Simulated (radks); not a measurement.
Results of a calculation; reference values are marked as such.
These are the eigenvalues of the occupied orbitals of an atom or ion with whole-number occupations (hartree). Level of theory: scalar-relativistic Kohn-Sham, PBE, spin-polarised, spherical densities, point nucleus (a radial shooting solver on a logarithmic mesh with Libxc functionals).

orbital  eigenvalue
1s up     -1212.179
1s down   -1212.178
2s up     -187.2840
2s down   -187.2835
2p up     -168.0894
2p down   -168.0885
3s up     -37.79952
3s down   -37.79857
3p up     -31.58021
3p down   -31.57912
3d up     -22.26854
3d down   -22.26749
4s up      -6.63707
4s down    -6.63479
4p up      -4.68845
4p down    -4.68612
4d up      -1.84875
4d down    -1.84507
5s up      -0.65012
5s down    -0.62745
5p up      -0.27096
5p down    -0.24800

Which element is it, and in what charge state? The configuration may be excited. Open shells, if any, are filled with parallel spins first.

Answer. Z = 53, iodine, charge 0: I in [Kr] 4d10 5s2 5p5. The list shows which subshells hold electrons but not how many an open one holds; the 1s level, -1212.2 hartree, gives Z - s = 49.2 by -(Z - s)^2/2, which with screening and relativity narrows Z to a few neighbours, and the depths of the outer levels then fix element, charge and occupations together.
